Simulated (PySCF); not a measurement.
dibromo(dichloro)methane (CBr₂Cl₂), SMILES ClC(Cl)(Br)Br.

Geometry optimised at ωB97X-D3(BJ)/def2-SVP.

Two levels are set side by side: TDDFT-PBE/def2-SVPD (PySCF) and TDDFT-PBE0/def2-SVPD (PySCF). Vertical, same geometry. The lowest singlet is HOMO→LUMO 99 % with PBE and HOMO→LUMO 98 % with the other functional; states are paired by order. Differences are taken from unrounded values.

```csv
quantity,TDDFT-PBE0,TDDFT-PBE,TDDFT-PBE minus TDDFT-PBE0
lowest singlet excitation (eV),4.78,4.15,-0.64
lowest triplet excitation (TDA) (eV),4.24,3.79,-0.45
```

A lower first singlet is the usual sign of a functional without exact exchange. Differences between two approximate levels are no errors against the true value.

Rough cost on one machine, each run with all the roots and properties that it gave: TDDFT-PBE0 against TDDFT-PBE about 5 times.
